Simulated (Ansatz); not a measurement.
C2H9FInP, SMILES `[CH3][In-]([CH3])([F])[PH3+]`. Total charge 0; spin multiplicity 1. In takes the def2 core potential. Geometry: relaxed with PBE0-D4/def2-TZVP. It is one conformer, not always the lowest.

```xyz
14

C     0.304   -2.330    0.163
In   -0.296   -0.312    0.553
C     0.016    1.223    2.014
F    -2.024    0.057   -0.423
P     0.229    1.001   -1.886
H     0.093   -2.966    1.023
H    -0.254   -2.702   -0.697
H     1.373   -2.383   -0.050
H    -0.652    2.056    1.795
H    -0.200    0.849    3.016
H     1.049    1.574    1.993
H    -0.560    2.166   -1.943
H    -0.407    0.286   -2.920
H     1.330    1.481   -2.637
```

(1) What is the dipole moment at PBE/def2-TZVPP? (Best estimate.)

(2) And with r2SCAN, B3LYP, ωB97M-V? (Best estimate.)

(3) Give the Mulliken charges with PBE, ωB97M-V, B3LYP in def2-TZVPP. (An estimate is asked.)

Answers

(1) Ansatz gave: 3.20 D, with components (3.05, 0.64, -0.76) D in this frame, pointing from negative to positive charge.

(2) Computed: r2SCAN 3.33 D, B3LYP 3.38 D, ωB97M-V 3.38 D.

(3) Computed: 
| atom | PBE | ωB97M-V | B3LYP |
| --- | --- | --- | --- |
| C1 | -0.56 | -0.60 | -0.57 |
| In2 | 0.84 | 0.80 | 0.93 |
| C3 | -0.56 | -0.60 | -0.57 |
| F4 | -0.51 | -0.56 | -0.57 |
| P5 | -0.10 | -0.11 | -0.06 |
| H6 | 0.11 | 0.13 | 0.11 |
| H7 | 0.12 | 0.14 | 0.12 |
| H8 | 0.11 | 0.12 | 0.10 |
| H9 | 0.12 | 0.14 | 0.12 |
| H10 | 0.11 | 0.13 | 0.11 |
| H11 | 0.11 | 0.12 | 0.10 |
| H12 | 0.08 | 0.10 | 0.07 |
| H13 | 0.08 | 0.10 | 0.07 |
| H14 | 0.04 | 0.07 | 0.04 |

B3LYP here is the variant with VWN-RPA as its local correlation; programs differ in this.
